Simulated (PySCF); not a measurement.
**IF and its ions**

RHF-CCSD(T); I aug-cc-pVDZ-PP with ECP28, F aug-cc-pVDZ; scalar-relativistic core potentials (PySCF 2.14). Neutral (RHF): singlet (closed shell), Re = 1.953 Å, ωe = 612 cm⁻¹, De = 2.73 eV.

IF⁻ (UHF): doublet (σ ↑), Re = 2.348 Å, ωe = 301 cm⁻¹, De = 1.57 eV to I + F⁻. The energies at the minima are -394.41921 hartree for IF and -394.49538 for IF⁻.

Q: Work out the adiabatic electron affinity, without and with harmonic zero-point energies (1 hartree = 27.2114 eV, 1 eV = 8065.5 cm⁻¹), and the change of the bond length.

A: At CCSD(T): 0.07617 hartree = 2.073 eV between the minima; the zero-point term (612.0 − 301.0)/2 cm⁻¹ = +0.019 eV makes it 2.092 eV. Re changes by +39.5 pm against the neutral. The electron enters a σ orbital, and the ion is left as a loose complex of an ion and an atom.

Correlated steps freeze 5 core orbitals. Correlated levels converge slowly with the basis: in double zeta they bind strong bonds too weakly, by up to about 1 eV, and carry superposition errors of some tenths. These are scalar-relativistic numbers at best; spin–orbit coupling would shift them, the dissociation energy most. For an ion De counts to the pair picked by the measured ionisation energies or electron affinities, which need not be the lowest pair at this level. Where the molecule has an RHF reference, its open-shell atoms are computed with UHF. States were picked by a PBE0 search and need not be the measured ground states.

Neutral and ion stand on different kinds of reference determinant, which adds to the error of the difference.
